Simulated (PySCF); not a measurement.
## Computed properties of PbCl, SMILES [Cl][Pb+]

PbCl, SMILES [Cl][Pb+] (connectivity only; charge and spin as stated), charge +1, multiplicity 1. Geometry optimised at PBE0-D3(BJ)/def2-TZVP. The multiplicity is an assumed one; other spin states were not compared. The def2 effective core potentials stand for the cores of Pb; spin–orbit coupling is left out. One conformer was computed; it need not be the lowest. All values are computed for the isolated molecule unless a solvent is named; none is compared with measurement here.

**Structure.** The optimised structure has C∞v symmetry. All 1 harmonic modes at PBE0-D3(BJ)/def2-TZVP (PySCF) are real, so it is a minimum.

**Vibrations.** The strongest infrared lines (harmonic, unscaled, degenerate partners summed) lie at 386 cm⁻¹ (46 km/mol, Cl 85 %, Pb 15 %). The softest mode is at 386 cm⁻¹ and the zero-point energy is 0.6 kcal/mol.

**Electronic structure.** r2SCAN/def2-TZVPD (PySCF) places the frontier levels at -13.72 and -9.34 eV, a gap of 4.38 eV and a mean polarisability of 41.5 bohr³.

**Excitations.** TDDFT-B3LYP/def2-TZVPD (PySCF) has S1 at 4.12 eV (301 nm, f = 0.000, dark); the most intense of the 10 singlets computed lies at 8.76 eV (f = 1.31). Strengths of degenerate partners are summed. T1 (TDA) is at 3.79 eV. No vertical singlet excitation falls in the visible range (under 3.1 eV).
